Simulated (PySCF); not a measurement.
The first ionisation energy along the 4p block

Calculated with PySCF 2.14 from differences of total energies of unrestricted determinants, without spin-orbit coupling. Values in eV. The last column holds reference values (NIST; (s) semi-empirical, (t) theoretical, else measured). Unmarked ones compare directly (S terms, centres of terms, or small fine structure); those marked * lie between the lowest fine-structure levels and include a spin-orbit shift.

```csv
element,configurations,SCS-MP2 (valence and next inner shell),CCSD (valence and next inner shell),MP2 (valence),CCSD (valence),CCSD(T) (valence),LDA,reference
"Ga (x2c-TZVPPall, spin-free X2C)",[Ar] 3d10 4s2 4p1 → [Ar] 3d10 4s2,5.764,5.841,5.721,5.780,5.803,6.018,5.931
"Ge (x2c-TZVPPall, spin-free X2C)",[Ar] 3d10 4s2 4p2 → [Ar] 3d10 4s2 4p1,7.743,7.837,7.758,7.788,7.814,8.007,7.925
"As (x2c-TZVPPall, spin-free X2C)",[Ar] 3d10 4s2 4p3 → [Ar] 3d10 4s2 4p2,9.818,9.920,9.909,9.879,9.910,10.044,10.008
"Se (x2c-TZVPPall, spin-free X2C)",[Ar] 3d10 4s2 4p4 → [Ar] 3d10 4s2 4p3,9.313,9.354,9.217,9.329,9.358,9.888,9.635
"Br (x2c-TZVPPall, spin-free X2C)",[Ar] 3d10 4s2 4p5 → [Ar] 3d10 4s2 4p4,11.568,11.560,11.539,11.541,11.575,12.077,11.844
"Kr (x2c-TZVPPall, spin-free X2C)",[Kr] → [Ar] 3d10 4s2 4p5,13.944,13.896,14.000,13.881,13.921,14.338,14.222
```

```csv
method,elements,mean error (eV),mean absolute error (eV),largest error (eV)
SCS-MP2 (valence and next inner shell),6,-0.236,0.236,-0.322
CCSD (valence and next inner shell),6,-0.193,0.193,-0.326
MP2 (valence),6,-0.237,0.237,-0.418
CCSD (valence),6,-0.228,0.228,-0.340
CCSD(T) (valence),6,-0.197,0.197,-0.300
LDA,6,0.135,0.135,0.253
```

Errors include the incompleteness of the basis and the frozen core.

"Valence" correlates the outer s and p shells and, in groups 3 to 12 and the f block, the outer d or f shell, open or full, or the next shell where the ion has no valence electron left; the wider scheme adds the next inner shell.
